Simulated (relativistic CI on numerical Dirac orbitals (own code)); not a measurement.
**Co XIX: what numerical and physical settings do to a radial Dirac CI calculation**

Reference input:

```
atom Co  Z=27  charge=18  electrons=9
nucleus A=59  rms_radius_fm=3.7875
hamiltonian dirac-coulomb  breit=on  qed=on  c_scale=1
orbitals kli  potential=per-configuration
slater_scale 1
correlation none
mixing on
grid step=0.0125 r_max=5.7
scf mixing=0.4 start=green max_iterations=150 tolerance=2e-08 node_fill=0.05
configurations
  [He] 2s2 2p5
  [He] 2s 2p6
end
```

Computed lowest total energy -1195.01051 Ha, first excitation 121804.7 cm⁻¹, 18 SCF steps. Runs with settings changed; * marks those that are bad on purpose:

```csv
Changed,Outcome,Lowest level,ΔE (Ha),First excitation (cm⁻¹),SCF steps,Message
"SCF mixing 0.1, QED terms off, nuclear radius 4.9238 fm",converged,2s2.2p5 2P°_3/2,-0.35,121514.2,20,
end of the grid at 8.55 bohr,converged,2s2.2p5 2P°_3/2,6.82e-13,121804.7,18,
iteration limit 20,converged,2s2.2p5 2P°_3/2,0,121804.7,18,
"iteration limit 20, SCF mixing 0.9, SCF tolerance 1e-05",converged,2s2.2p5 2P°_3/2,1.78e-07,121804.7,10,
Slater scale 0 *,converged,2s2.2p5 2P°_3/2,-0.000163,121911.9,18,
grid step 0.3 *,converged,2s.2p6 2S_1/2,124,3873069.5,33,orbitals of one symmetry overlap by 3.0e-01; an occupied orbital reaches the end of the grid
```
